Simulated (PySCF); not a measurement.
All values below come from PBE-D3(BJ)/def2-TZVP // TPSS-D3(BJ)/def2-SVP run with PySCF. All species are isolated molecules in the gas phase. 

Reference species: [Ti(Cl)(F)3] (neutral, multiplicity 1).

```yaml
dipole_moment: 0.10 D
charge on the central atom (Mulliken): 1.36 e
HOMO: -8.71 eV
charge on the central atom (meta-Löwdin): 1.42 e
```

Changed species: [Ti(Cl)3(F)] (1 of 4 Cl replaced by F; the reference has 3 of 4 Cl replaced by F).

Task: Predict the effect on the dipole moment, charge on the central atom (Mulliken), HOMO and charge on the central atom (meta-Löwdin).

Result: the dipole moment increases by 0.09 D, to 0.19 D; the charge on the central atom (Mulliken) falls by 0.26 e, to 1.10 e; the HOMO rises by 0.43 eV, to -8.28 eV; the charge on the central atom (meta-Löwdin) falls by 0.26 e, to 1.16 e.
